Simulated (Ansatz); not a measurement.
```xyz
6

H     1.4000    0.0000    0.0000
H     0.7000    1.2124    0.0000
H    -0.7000    1.2124    0.0000
H    -1.4000    0.0000    0.0000
H    -0.7000   -1.2124    0.0000
H     0.7000   -1.2124    0.0000
```

Basis set: aug-cc-pVDZ (spherical functions). All electrons are correlated. Charge 0, multiplicity 1.

Computed with Ansatz (development build ahead of 0.2.0); each method stands on the lowest determinant of its kind that the runs found. Restricted open shells among the atoms or ions are ROHF, correlated in semicanonical orbitals with singles.

Problem. Give the atomization energy at this shape (free ground-state atoms in the same class of orbitals less the molecule, no zero-point energy) of singlet H6 by RHF-MP2, RHF.

Solution.

```tsv
method	atomization energy
RHF-MP2	607.3 kJ/mol
RHF	288.9 kJ/mol
```

Caution: stretched shape with no unrestricted run beside it, a lower state can exist. Caution for RHF-MP2: bonds are stretched, where a single reference can fail.
